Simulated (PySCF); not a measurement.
SMILES [O]([In]([O][SiH3])[CH3])[SiH3] (CH9InO2Si2) at its GFN2-xTB optimised geometry (Å):

```
15

In    -0.9832    -1.0894    -3.2646
C     -0.6768     0.7151    -4.5181
H     -0.4931     0.3809    -5.5330
H      0.1720     1.2539    -4.1113
H     -1.5779     1.3167    -4.4566
O     -1.0161    -1.0825    -1.2975
Si    -0.4571    -0.3161     0.0000
H      1.0161    -0.3161     0.0000
H     -1.0072    -1.0653     1.1303
H     -0.9196     1.0825     0.0000
O     -1.3080    -2.9101    -3.9394
Si    -1.5569    -4.3310    -3.2083
H     -0.3954    -4.7229    -2.3897
H     -1.7167    -5.2120    -4.3729
H     -2.7738    -4.3037    -2.3780
```

Level of theory: PBE0/def2-TZVP, def2 effective core potentials past Kr (PySCF). The core electrons that the potentials of In replace are not part of the density. Cells within 0.4 Å of a nucleus heavier than hydrogen are left out (blank, or x).

Map of the electron localisation function on the plane z = 0.0 Å:

```
|00000000000000000000000000000|
|00000000000000000000000000000|
|00000000000000000000000000000|
|00000000123321000000000000000|
|00000014789986300000000000000|
|00000169999999720000000000000|
|00001599999999840000000000000|
|00002899999999951000000000000|
|00004999999999951000000000000|
|00004899999999841001110000000|
|00003799999999831135664100000|
|00001589999999633579998500000|
|00000258999975446999999830000|
|00000024674100059999999960000|
|000000012105xx049999999971000|
|00000001101xxx329999999982000|
|00000001100xxx239999999981000|
|00000001110153059999999971000|
|00000000121000159999999940000|
|00000000112211136899999720000|
|00000000011111112578987300000|
|00000000000000000134542000000|
|00000000000000000001100000000|
|00000000000000000000000000000|
|00000000000000000000000000000|
|00000000000000000000000000000|
|00000000000000000000000000000|
|00000000000000000000000000000|
|00000000000000000000000000000|
```
Scale: ten equal steps from 0.000 (start of '0') to 1.000 (end of '9'), in the order '0123456789'; x runs from -3.50 to 3.50, y from -3.50 (bottom) to 3.50 (top).
